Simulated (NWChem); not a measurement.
**Ionisation of isotetrasilane (H$_{10}$Si$_{4}$)**

SMILES: [SiH3][SiH]([SiH3])[SiH3]
```xyz
14

Si    -0.0054     2.0624    -0.8351
Si     0.0555     0.1795     0.5680
Si     1.8916    -1.1723     0.0035
Si    -1.9346    -1.0467     0.3363
H      1.2580     2.8538    -0.7115
H     -0.1540     1.6155    -2.2552
H     -1.1632     2.9429    -0.4860
H      0.1944     0.6301     1.9922
H      3.1711    -0.4109     0.1474
H      1.7572    -1.6197    -1.4178
H      1.9471    -2.3810     0.8831
H     -1.9167    -2.2535     1.2201
H     -3.1180    -0.2040     0.6930
H     -2.0757    -1.4948    -1.0842
```
Charge 0, spin multiplicity 1.

The numbers come from NWChem runs, not from measurements. The geometry was optimised at PBE0/def2-SVP, with no frequency check, so it may be a saddle point.

Basis set: def2-SVP. −ε marks an orbital energy of the parent.

B3LYP has NWChem's definition, with VWN1-RPA local correlation.

### Question
For the first vertical ionisation energy, −ε(HOMO) of HF gives 10.55 eV and −ε(HOMO) of PBE gives 6.98 eV. What do −ε(HOMO) of B3LYP, −ε(HOMO) of PBE0, G0W0@PBE give?

### Answer
−ε(HOMO) of B3LYP: 7.83 eV; −ε(HOMO) of PBE0: 8.07 eV; G0W0@PBE: 9.07 eV.
